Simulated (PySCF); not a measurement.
## B (boron, neutral) across methods

[He] 2s2 2p1, 2P determinant. Computed with PySCF 2.14 in aug-cc-pCVTZ-DK (7s6p4d2f, 59 functions), with scalar relativity by spin-free X2C-1e.

| method | E (hartree) | mean ε 2s α (eV) | mean ε 2s β (eV) | mean ε 2p α (eV) | Σ⟨r²⟩ (bohr²) | ⟨S²⟩ |
| --- | --- | --- | --- | --- | --- | --- |
| BP86 | -24.6581 | -9.741 | -8.828 | -4.243 | 15.96 | 0.753 |
| M06 | -24.6491 | -10.842 | -9.701 | -5.137 | 15.73 | 0.752 |
| B97-3 | -24.6603 | -11.182 | -9.865 | -5.347 | 15.63 | 0.754 |
| UHF | -24.53893 | -14.847 | -12.155 | -8.664 | 15.80 | 0.761 |
| r2SCAN | -24.6440 | -9.955 | -8.786 | -4.577 | 15.78 | 0.758 |
| PBE | -24.6182 | -9.668 | -8.704 | -4.165 | 16.02 | 0.753 |
| PBE0 | -24.6257 | -11.118 | -9.836 | -5.367 | 15.82 | 0.754 |
| LDA | -24.3616 | -9.691 | -8.678 | -4.108 | 16.19 | 0.752 |
| PBEsol | -24.4833 | -9.620 | -8.624 | -4.066 | 16.12 | 0.753 |
